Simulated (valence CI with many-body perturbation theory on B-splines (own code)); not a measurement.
# Hyperfine factors and g values of Hg49+

Calculated by configuration interaction combined with many-body perturbation theory (CI+MBPT): three valence electrons over a frozen Dirac-Fock core [Ar] 3d10, radial functions for each j: 11 s, 11 p, 10 d, 8 f, 5 g, 2 h, with the one-electron correlation potential Σ1, the two-electron term Σ2, the three-electron term Σ3, Breit, model QED; selected CI, second order for the rest, scaled by the run's own slope (own B-spline code, finite nucleus).

The last digits are not significant, and no measured levels were compared; by estimate large intervals hold to a few tenths of a per cent, small ones and those within an open d or f shell to about a per cent.

A/g_I is the dipole constant over the nuclear g factor μ/I (μ in nuclear magnetons, uniformly magnetised nucleus), B/Q the quadrupole constant per barn. Both hold the static response of the core; the bare values leave it out. Large factors of s and p1/2 electrons are usually good to 5 to 10 %; those of open d and f shells near neutrality can be off by tens of per cent, and small factors of p3/2, d and f electrons come from cancelling terms and can be off by a factor of two or in sign, in half-filled shells by more. B is blank for J = 1/2, where it vanishes, and for nearly pure S terms. Energies count from the lowest level.

Levels are named by their leading jj configuration (3d3/2^4 stands for four electrons in 3d with j = 3/2), which in mixed levels can hold well under half, so a name can repeat and another be missing. Letters in brackets count levels of one name in rising energy.

```tsv
Level	E (eV)	g	A/g_I (MHz)	A/g_I bare	B/Q (MHz/b)	B/Q bare
(4s^2 4p1/2) J=1/2	0.00	0.657	801000	778000		
(4s 4p1/2^2) J=1/2	112.61	2.144	2400000	2320000		
(4s^2 4p3/2) J=3/2	148.94	1.328	82100	79100	167000	162000
(4s 4p1/2 4p3/2) J=3/2 [a]	246.30	1.648	550000	534000	135000	131000
(4s 4p1/2 4p3/2) J=5/2	255.87	1.349	688000	667000	128000	124000
(4s 4p1/2 4p3/2) J=3/2 [b]	269.14	0.989	22900	22200	100000	97200
(4s 4p1/2 4p3/2) J=1/2	271.54	1.255	-889000	-862000		
(4s^2 4d3/2) J=3/2	331.77	0.810	30600	30900	25500	25300
(4s^2 4d5/2) J=5/2	360.55	1.216	47300	46700	22000	21900
(4p1/2^2 4p3/2) J=3/2	381.54	1.321	78100	76200	157000	152000
(4s 4p3/2^2) J=5/2	402.80	1.417	532000	516000	52300	50900
(4s 4p3/2^2) J=1/2	420.32	1.918	2430000	2360000		
(4s 4p1/2 4d3/2) J=3/2 [a]	420.40	0.503	-217000	-210000	33300	32700
(4s 4p3/2^2) J=3/2	424.12	1.197	-382000	-370000	-31100	-30300
(4s 4p1/2 4d3/2) J=5/2	428.86	1.033	645000	626000	10100	10400
(4s 4p1/2 4d3/2) J=1/2	443.42	0.402	-998000	-966000		
(4s 4p1/2 4d3/2) J=3/2 [b]	445.17	1.286	635000	617000	21300	20900
(4s 4p1/2 4d5/2) J=5/2 [a]	460.89	1.360	232000	227000	29700	29300
(4s 4p1/2 4d5/2) J=7/2	467.26	1.244	465000	452000	5020	5420
(4s 4p1/2 4d5/2) J=5/2 [b]	473.84	1.045	9250	10100	34800	34200
(4s 4p1/2 4d5/2) J=3/2	475.47	1.121	-527000	-509000	6000	6190
(4p1/2 4p3/2^2) J=3/2	528.04	1.411	-69900	-67000	21100	20600
(4p1/2 4p3/2^2) J=5/2	528.86	1.168	225000	218000	20200	19700
(4p1/2 4p3/2^2) J=1/2	536.67	0.659	791000	766000		
(4s^2 4f5/2) J=5/2	549.27	0.856	-10500	-9200	19000	17800
(4p1/2^2 4d3/2) J=3/2	551.74	0.775	41200	40200	29500	29200
(4s^2 4f7/2) J=7/2	558.95	1.143	23400	23500	20800	19100
(4s 4p3/2 4d3/2) J=3/2 [a]	578.79	1.312	328000	318000	-6250	-6400
(4s 4p3/2 4d3/2) J=1/2 [a]	578.87	2.288	1220000	1180000		
(4s 4p3/2 4d3/2) J=5/2 [a]	578.96	1.253	380000	369000	47500	46000
(4s 4p3/2 4d3/2) J=7/2	583.74	1.260	375000	365000	145000	142000
(4p1/2^2 4d5/2) J=5/2	589.90	1.192	4910	6650	24500	24300
(4s 4p3/2 4d3/2) J=3/2 [b]	595.33	0.980	56000	55000	-91900	-89200
(4s 4p3/2 4d5/2) J=9/2	598.23	1.328	307000	298000	202000	197000
(4s 4p3/2 4d3/2) J=1/2 [b]	604.01	0.584	371000	362000		
(4s 4p3/2 4d3/2) J=5/2 [b]	606.02	0.949	-127000	-123000	110000	107000
(4s 4p3/2 4d5/2) J=5/2 [a]	611.10	1.351	476000	462000	-91600	-88900
(4s 4p3/2 4d5/2) J=3/2 [a]	617.28	1.159	-204000	-197000	-91900	-89300
(4s 4p3/2 4d5/2) J=7/2 [a]	618.18	1.203	82700	80800	154000	150000
(4s 4p3/2 4d5/2) J=7/2 [b]	628.07	1.217	85200	83600	81300	79500
```

Question: Take the isotope of mass number 201, with I = 3/2, μ = -0.558 μN and Q = 0.387 b. What is the hyperfine structure of (4s 4p1/2 4p3/2) J=3/2 [b]?

Answer: From the table A = -8530 MHz, B = 38700 MHz. Shifts from the centre of gravity in MHz: F = 0: 80400, F = 1: 33100, F = 2: -22600, F = 3: -9520.
